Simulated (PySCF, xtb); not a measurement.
Hf(NH2)3(SH) (H₇HfN₃S), SMILES [Hf]([NH2])([NH2])([NH2])[SH], multiplicity 1.

GFN2-xTB (xtb 6.7.1) at its own geometry gives an orbital gap of 2.53 eV and a dipole moment of 4.70 D.

Geometry optimised at B3LYP-D3(BJ)/def2-SVP. The multiplicity is an assumed one; other spin states were not compared. The def2 effective core potentials stand for the cores of Hf; spin–orbit coupling is left out. The values are those of a single conformer.

**Question.** What does CAM-B3LYP/def2-TZVP in PySCF give? (An estimate is asked for; the answer gives what the named calculation found.)

**Answer.** gap 8.73 eV (levels -8.14 and 0.59 eV), dipole 2.84 D.
